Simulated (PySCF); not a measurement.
How methods differ on the excitation energy of Co²⁺

Co²⁺ [Ar] 3d7 (4F) → Co²⁺ [Ar] 3d6 4s1 (6D), as a difference of total energies. Calculation: PySCF 2.14, in aug-cc-pVTZ with one added diffuse shell each of s, p, d, f, g type (9s8p6d4f3g, 118 functions); the non-relativistic Hamiltonian (point nucleus). Correlated levels: valence: [Ar] frozen. The calculations carry no spin-orbit coupling.

```csv
method,excitation energy (eV)
UHF,4.897
LDA,6.193
PBE,6.205
PBE0,6.104
r2SCAN,6.097
PBEsol,6.178
MN15,6.437
BP86,6.338
MP2 (valence),6.185
SCS-MP2 (valence),6.538
```

Problem. How much does correlation contribute at MP2 (valence)?

Solution. 6.185 − (4.897) = 1.288 eV, measured against UHF.

A first-order spin-orbit estimate (lowest level to lowest level, LS coupling) adds 0.031 eV.
